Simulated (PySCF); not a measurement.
## V²⁺: excitation energy

V²⁺ [Ar] 3d3 (4F) → V²⁺ [Ar] 3d2 4p1 (high-spin determinant), as a difference of total energies. Computed with PySCF 2.14 in dyall-av2z (16s12p7d2f, 101 functions), with the non-relativistic Hamiltonian (point nucleus). Correlated levels: valence: [Ar] frozen; virtual orbitals above 40 to 60 times the deepest correlated orbital energy dropped. The calculations carry no spin-orbit coupling.

```
           method  excitation energy (cm⁻¹)
              UHF                     84541
    MP2 (valence)                     86275
SCS-MP2 (valence)                     85119
   CCSD (valence)                     86262
CCSD(T) (valence)                     86209
```

A first-order spin-orbit estimate (lowest level to lowest level, LS coupling) adds -0.028 eV.

The coupled-cluster amplitudes are large for the upper state (T1 above 0.03 or a double amplitude above 0.15), so a single reference is strained.

The determinant of the upper state mixes LS terms, which raises its energy above the lowest term, most at the Hartree-Fock and MP2 levels.
